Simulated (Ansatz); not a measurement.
`B[SiH](C)N=C` + `F[Si](S)(Cl)Cl` → `CS[Si](F)(Cl)Cl` + `B[SiH2]N=C`  (substitution at a C–Si bond)

Calculated with Ansatz (gas phase, PBE0-D4/def2-TZVP geometries, no zero-point term in ΔE). CCSD(T)/CBS adds triple-zeta CCSD(T) − MP2 to the extrapolated MP2 energy (def2 sets, frozen cores). This one scheme is used for every species. Functionals use def2-TZVPP. B3LYP here is the variant with VWN-RPA as its local correlation; programs differ in this. Each species was taken in one conformer, which may not be the lowest.

```
             level  ΔE (kcal/mol)  difference from CCSD(T)/CBS
            PBE-D4           11.4                         -0.9
         r2SCAN-D4           12.4                          0.1
           PBE0-D4           12.0                         -0.3
          B3LYP-D4           11.5                         -0.8
           ωB97X-V           11.8                         -0.5
           ωB97M-V           12.5                          0.2
            B2PLYP           12.2                         -0.1
               PBE           11.7                         -0.6
            r2SCAN           12.5                          0.2
              PBE0           12.2                         -0.1
             B3LYP           11.9                         -0.4
     HF/def2-TZVPP           11.8                         -0.5
    MP2/def2-TZVPP           12.7                          0.4
SCS-MP2/def2-TZVPP           12.1                         -0.2
   CCSD/def2-TZVPP           12.8                          0.5
CCSD(T)/def2-TZVPP           12.6                          0.3
     HF/def2-QZVPP           11.8                         -0.5
    MP2/def2-QZVPP           12.6                          0.3
SCS-MP2/def2-QZVPP           12.0                         -0.3
      HF/CBS(def2)           11.8                         -0.5
     MP2/CBS(def2)           12.4                          0.1
    CCSD/CBS(def2)           12.5                          0.2
       CCSD(T)/CBS           12.3                            0
```

Largest T1 diagnostic among the species: 0.013.

In def2-TZVPP, CCSD(T) changes the Hartree–Fock value by +0.8 kcal/mol (the triples alone add −0.2 kcal/mol) and MP2 by +1.0 kcal/mol.
